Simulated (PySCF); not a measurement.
A structure optimised at r2SCAN-D4/def2-SVP, used in a PySCF frequency run:

```xyz
7

Mg     0.0000     0.0000    -0.1073
Br     0.0000     0.0000     2.2361
O      0.0000     0.0000    -1.8982
Si     0.0000     0.0000    -3.5392
H      1.2099    -0.6985    -4.0809
H      0.0000     1.3970    -4.0809
H     -1.2099    -0.6985    -4.0809
```

Question: Write its SMILES, formula and point group.

Answer: [SiH3][O][Mg][Br], BrH₃MgOSi, C3v

Question: What are its rotational constants (standard atomic weights)?

Answer: 85.629, 0.59111, 0.59111 GHz
